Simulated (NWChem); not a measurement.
The numbers come from NWChem runs, not from measurements. System: Cl3Si, charge 0, spin multiplicity 2, at a geometry optimised with UPBE0/def2-SVP. The structure started from a generated list of species. Its SCF solution wasn't tested for a lower state. Level: UBHandHLYP/def2-TZVP.

Input file:

```
start mol
memory heap 200 mb stack 900 mb global 1100 mb
geometry units angstroms nocenter noautoz
  Cl    -0.969277    -0.151289     1.679259
  Si    -0.000873     0.545494     0.000000
  Cl    -0.969277    -0.151289    -1.679259
  Cl     1.939274    -0.146652     0.000000
  symmetry group Cs
end
basis spherical
  * library def2-tzvp
end
dft
  xc bhlyp
  odft
  mult 2
  semidirect memsize 60000000 filesize 0
  iterations 100
end
task dft energy
```

NWChem printed:

```
             Northwest Computational Chemistry Package (NWChem) 7.3.0
             --------------------------------------------------------

                                NWChem Input Module
                                -------------------

 Scaling coordinates for geometry "geometry" by  1.889725989
 (inverse scale =  0.529177249)

 Turning off AUTOSYM since
 SYMMETRY directive was detected!

                             Geometry "geometry" -> ""
                             -------------------------

 Output coordinates in angstroms (scale by  1.889725989 to convert to a.u.)

  No.       Tag          Charge          X              Y              Z
 ---- ---------------- ---------- -------------- -------------- --------------
    1 Cl                  17.0000    -0.96927700    -0.15128900     1.67925900
    2 Si                  14.0000    -0.00087300     0.54549400     0.00000000
    3 Cl                  17.0000    -0.96927700    -0.15128900    -1.67925900
    4 Cl                  17.0000     1.93927400    -0.14665200     0.00000000

 Effective nuclear repulsion energy (a.u.)     320.0289556233

            Nuclear Dipole moment (a.u.)
            ----------------------------
        X                 Y               Z
 ---------------- ---------------- ----------------
     0.0000340151     0.0000113384     0.0000000000

      Symmetry information
      --------------------

 Group name             Cs
 Group number              2
 Group order               2
 No. of unique centers     3

      Symmetry unique atoms

     1    2    4


 Summary of "ao basis" -> "" (spherical)
 ------------------------------------------------------------------------------
       Tag                 Description            Shells   Functions and Types
 ---------------- ------------------------------  ------  ---------------------
 *                         def2-tzvp                  on all atoms

                                 NWChem DFT Module
                                 -----------------

 Summary of "ao basis" -> "ao basis" (spherical)
 ------------------------------------------------------------------------------
       Tag                 Description            Shells   Functions and Types
 ---------------- ------------------------------  ------  ---------------------
 Cl                        def2-tzvp                13       37   5s5p2d1f
 Si                        def2-tzvp                13       37   5s5p2d1f

 Summary of "ao basis" -> "ao basis" (spherical)
 ------------------------------------------------------------------------------
       Tag                 Description            Shells   Functions and Types
 ---------------- ------------------------------  ------  ---------------------
 Cl                        def2-tzvp                13       37   5s5p2d1f
 Si                        def2-tzvp                13       37   5s5p2d1f

      Symmetry analysis of basis
      --------------------------

        a'         87
        a"         61

            General Information
            -------------------
          SCF calculation type: DFT
          Wavefunction type:  spin polarized.
          No. of atoms     :     4
          No. of electrons :    65
           Alpha electrons :    33
            Beta electrons :    32
          Charge           :     0
          Spin multiplicity:     2
          Use of symmetry is: on ; symmetry adaption is: on
          Maximum number of iterations: 100
          AO basis - number of functions:   148
[...]
     5     -0.154302  1 Cl s                 79     -0.154302  3 Cl s

 Vector   34  Occ=0.000000D+00  E= 3.905729D-02  Symmetry=a'
              MO Center=  7.2D-05, -4.7D-02,  9.0D-14, r^2= 4.5D+00
   Bfn.  Coefficient  Atom+Function         Bfn.  Coefficient  Atom+Function
  ----- ------------  ---------------      ----- ------------  ---------------
    56      0.650879  2 Si py                42     -0.624488  2 Si s
    41     -0.585549  2 Si s                 53      0.397243  2 Si py
   129     -0.379811  4 Cl px                20     -0.329043  1 Cl pz
    94      0.329043  3 Cl pz                 5      0.290319  1 Cl s
    79      0.290319  3 Cl s                116      0.290315  4 Cl s

 Vector   35  Occ=0.000000D+00  E= 5.922356D-02  Symmetry=a'
              MO Center= -1.2D-01,  6.1D-01, -7.5D-16, r^2= 4.9D+00
   Bfn.  Coefficient  Atom+Function         Bfn.  Coefficient  Atom+Function
  ----- ------------  ---------------      ----- ------------  ---------------
    55      1.122050  2 Si px               116     -0.596786  4 Cl s
    52      0.411036  2 Si px               129      0.306584  4 Cl px
     5      0.298393  1 Cl s                 79      0.298393  3 Cl s
    20     -0.274438  1 Cl pz                94      0.274438  3 Cl pz
   130     -0.217658  4 Cl py                18     -0.169286  1 Cl px

   alpha - beta orbital overlaps
   -----------------------------

   alpha      1      2      3      4      5      6      7      8      9     10
    beta      1      2      3      4      5      7      6      8      9     10
 overlap   1.000  1.000  1.000  1.000  0.862  0.862  1.000  0.897  0.897  0.897

   alpha     11     12     13     14     15     16     17     18     19     20
    beta     14     15     16     11     12     13     17     20     19     18
 overlap   0.880  0.897  0.880  0.990  1.000  0.990  1.000  1.000  1.000  1.000

   alpha     21     22     23     24     25     26     27     28     29     30
    beta     21     22     23     24     25     26     27     28     29     30
 overlap   1.000  1.000  1.000  0.989  0.995  0.995  0.982  0.986  0.986  0.989

   alpha     31     32     33     34     35     36     37     38     39     40
    beta     31     32     33     34     35     36     37     38     39     40
 overlap   0.989  1.000  0.973  0.999  0.995  0.995  0.973  0.998  0.998  0.972

   alpha     41     42     43     44     45     46     47     48     49     50
    beta     41     42     45     43     44     46     47     48     49     50
 overlap   0.994  0.994  0.985  1.000  1.000  1.000  1.000  0.998  1.000  0.996

   alpha     51     52     53     54     55     56     57     58     59     60
    beta     51     52     53     54     55     58     56     57     59     60
 overlap   0.996  0.993  0.995  0.995  1.000  0.991  0.999  0.999  0.860  0.860

   alpha     61     62     63     64     65     66     67     68     69     70
    beta     61     62     63     64     65     66     67     68     69     70
 overlap   1.000  0.859  0.859  0.999  0.999  0.998  0.998  0.999  0.999  1.000

   alpha     71     72     73     74     75     76     77     78     79     80
    beta     71     72     73     74     75     76     77     78     79     80
 overlap   1.000  0.994  1.000  1.000  0.976  0.979  1.000  1.000  0.998  0.998

   alpha     81     82     83     84     85     86     87     88     89     90
    beta     81     82     83     84     85     86     87     88     89     90
 overlap   0.999  1.000  0.998  0.998  0.997  1.000  1.000  1.000  1.000  1.000

   alpha     91     92     93     94     95     96     97     98     99    100
    beta     91     92     93     95     96     94     97     98     99    100
 overlap   1.000  1.000  1.000  1.000  1.000  1.000  1.000  1.000  1.000  1.000

   alpha    101    102    103    104    105    106    107    108    109    110
    beta    101    102    103    104    105    106    107    108    109    110
 overlap   1.000  1.000  0.997  0.967  0.967  0.977  0.977  0.997  0.982  0.982

   alpha    111    112    113    114    115    116    117    118    119    120
    beta    111    112    113    114    115    116    117    118    119    120
 overlap   1.000  0.999  0.999  0.999  0.999  1.000  0.996  1.000  1.000  0.996

   alpha    121    122    123    124    125    126    127    128    129    130
    beta    121    122    123    124    125    126    127    128    129    130
 overlap   1.000  1.000  1.000  1.000  1.000  1.000  1.000  1.000  1.000  1.000

   alpha    131    132    133    134    135    136    137    138    139    140
    beta    131    132    133    134    135    136    137    138    139    140
 overlap   1.000  1.000  1.000  1.000  1.000  1.000  1.000  1.000  1.000  1.000

   alpha    141    142    143    144    145    146    147    148
    beta    141    142    143    144    145    146    147    148
 overlap   1.000  1.000  1.000  1.000  1.000  1.000  1.000  1.000

     --------------------------
     Expectation value of S2:
     --------------------------
      <S2> =      0.7537 (Exact =     0.7500)

 center of mass
 --------------
 x =   0.00001072 y =  -0.00636826 z =   0.00000000

 moments of inertia (a.u.)
 ------------------
         742.403959541930          -1.061765773041           0.000000000000
          -1.061765773041        1408.551672765876           0.000000000000
           0.000000000000           0.000000000000         742.398775188564

     Multipole analysis of the density
     ---------------------------------

     L   x y z        total         alpha         beta         nuclear
     -   - - -        -----         -----         ----         -------
     0   0 0 0     -0.000000    -33.000000    -32.000000     65.000000

     1   1 0 0     -0.000501      0.001130     -0.001665      0.000034
     1   0 1 0      0.304735     -0.725162      1.029886      0.000011
     1   0 0 1     -0.000000     -0.000000     -0.000000      0.000000

     2   2 0 0    -38.104346   -191.948323   -188.536319    342.380295
     2   1 1 0     -0.002526     -0.256477     -0.261540      0.515491
     2   1 0 1     -0.000000     -0.000000     -0.000000      0.000000
     2   0 2 0    -36.515910    -31.026819    -24.450414     18.961323
     2   0 1 1     -0.000000     -0.000000     -0.000000      0.000000
     2   0 0 2    -38.104270   -191.949532   -188.537553    342.382815

 Task  times  cpu:        6.2s     wall:        6.2s

 Total times  cpu:        6.2s     wall:        6.2s
```
